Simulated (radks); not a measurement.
Question: Valence configurations of Ir+ (all share [Xe]). Method: scalar-relativistic Kohn-Sham, PBE, spin-polarised, spherical densities, finite nucleus; open shells are filled with parallel spins first (spin-orbit coupling, left out, can overturn this in heavy ions); Fermi nuclear charge, rms radius 5.4032 fm; computed with a radial shooting solver on a logarithmic mesh with Libxc functionals. Order these by energy: 4f14 5d7 6s1; 4f13 5d7 6s2; 4f14 5d5.5 6s2 6p0.5; 4f14 5d7 6p1; 4f14 5d7 6s0.5 6p0.5; 4f14 5d5 6s2 6p1; 4f12 5d7 6s1 6p2; 4f14 5d6 6s2; 4f14 5d6.5 6s1 6p0.5; 4f12 5d7 6s0.5 6p2.5.

Answer: From the lowest, in eV above it: 4f14 5d7 6s1 0.000; 4f14 5d6 6s2 1.859; 4f14 5d6.5 6s1 6p0.5 3.265; 4f14 5d7 6s0.5 6p0.5 3.330; 4f14 5d5.5 6s2 6p0.5 5.909; 4f14 5d7 6p1 6.703; 4f14 5d5 6s2 6p1 10.283; 4f13 5d7 6s2 63.634; 4f12 5d7 6s1 6p2 152.21; 4f12 5d7 6s0.5 6p2.5 156.38. NIST lists [Xe] 4f14 5d7 6s1 as the ground configuration; this level of theory agrees among the configurations tried. The energies are those of spherical high-spin densities, not of single terms.
